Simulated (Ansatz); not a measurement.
Stepwise reaction of `[OH][Ti]([F])([F])[Cl]` with ammonia, as a gas-phase model of exchange steps in deposition or etching. ΔE in kJ/mol; ΔG adds harmonic PBE0-D4 terms to CCSD(T)/CBS, at 1 bar.

Calculated with Ansatz (gas phase, PBE0-D4/def2-TZVP geometries, no zero-point term in ΔE). CBS: MP2 limit from def2 TZ/QZ plus the TZ coupled-cluster correction, frozen cores. This one scheme is used for every species. Functionals use def2-TZVPP. B3LYP here is the variant with VWN-RPA as its local correlation; programs differ in this. For Ti outer-core shells are correlated without core-valence functions, which leaves a few kJ/mol of doubt a bond. Scalar relativity is left out up to krypton. Each species was taken in one conformer, which may not be the lowest.

| step | reaction | PBE-D4 | B3LYP-D4 | ωB97M-V | CCSD(T)/CBS | ΔG(400 K) |
| --- | --- | --- | --- | --- | --- | --- |
| 2 | `[NH2][Ti]([OH])([F])[Cl]` + NH₃ → `[NH2][Ti]([NH2])([OH])[Cl]` + H–F | 110.6 | 109.8 | 111.3 | 96.9 | 94.7 |

(1) Give the row of step 1, `[OH][Ti]([F])([F])[Cl]` + NH₃ → `[NH2][Ti]([OH])([F])[Cl]` + H–F. (Estimate.)

(2) By hand: ΔE of the 2 steps together at CCSD(T)/CBS.

## Answers

(1) Ansatz gave: 
```json
{"step": "1", "reaction": "`[OH][Ti]([F])([F])[Cl]` + NH₃ → `[NH2][Ti]([OH])([F])[Cl]` + H–F", "PBE-D4": "98.7", "B3LYP-D4": "95.6", "ωB97M-V": "97.1", "CCSD(T)/CBS": "82.5", "ΔG(400 K)": "76.5"}
```

(2) (82.5) + (96.9) = 179.4 kJ/mol, or 89.7 kJ/mol a step.

In ΔE each step is higher than the one before. All are uphill at CCSD(T)/CBS. ΔG lies between 76.5 and 94.7 kJ/mol a step. PBE-D4 differs from CCSD(T)/CBS by 13.7 to 16.2 kJ/mol a step. Only this route is followed, and other bonds may react first. Isolated molecules leave out the surface, adducts and barriers. Largest T1 diagnostic: 0.024.
